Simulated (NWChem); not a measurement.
System: SiH₂Cl₂; SMILES Cl[SiH2]Cl

Results from NWChem. Pople sets run with spherical d functions. All runs use the structure optimised with PBE0/def2-SVP.

For level Hartree-Fock/6-311G**:

highest occupied level (eV): -12.54
orbital gap (eV): 15.53
dipole (D): 1.95

### Question
What are these values for level Hartree-Fock/STO-3G?

### Answer
- highest occupied level (eV): -10.68
- orbital gap (eV): 18.40
- dipole (D): 3.00
